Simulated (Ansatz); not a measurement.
Start from `BN[SiH]1CN1` and change one atom or group to get `S[SiH]1CN1`.

Ansatz, PBE0-D4/def2-TZVP geometries, multiplicity 1. Each molecule was computed in one conformer, which needn't be the lowest.

```csv
property,`BN[SiH]1CN1`
HOMO–LUMO gap (PBE0/def2-TZVPP) / eV,6.56
HOMO energy (PBE0/def2-TZVPP) / eV,-6.88
HOMO–LUMO gap (PBE/def2-TZVPP) / eV,4.34
HOMO–LUMO gap (B3LYP/def2-TZVPP) / eV,6.10
HOMO energy (PBE/def2-TZVPP) / eV,-5.62
size of the dipole moment (PBE/def2-TZVPP) / D,1.26
```

**Question.** What does the change do to each property? (An estimate is asked.)

**Answer.** The calculation gave: 
```json
{"property": "HOMO–LUMO gap (PBE0/def2-TZVPP) / eV", "`S[SiH]1CN1`": "7.10", "shift": "0.54"}
{"property": "HOMO energy (PBE0/def2-TZVPP) / eV", "`S[SiH]1CN1`": "-6.84", "shift": "0.04"}
{"property": "HOMO–LUMO gap (PBE/def2-TZVPP) / eV", "`S[SiH]1CN1`": "4.89", "shift": "0.55"}
{"property": "HOMO–LUMO gap (B3LYP/def2-TZVPP) / eV", "`S[SiH]1CN1`": "6.61", "shift": "0.51"}
{"property": "HOMO energy (PBE/def2-TZVPP) / eV", "`S[SiH]1CN1`": "-5.58", "shift": "0.04"}
{"property": "size of the dipole moment (PBE/def2-TZVPP) / D", "`S[SiH]1CN1`": "1.12", "shift": "-0.14"}
```

Dipoles are sizes alone; their direction can turn.

B3LYP here is the variant with VWN-RPA as its local correlation; programs differ in this.
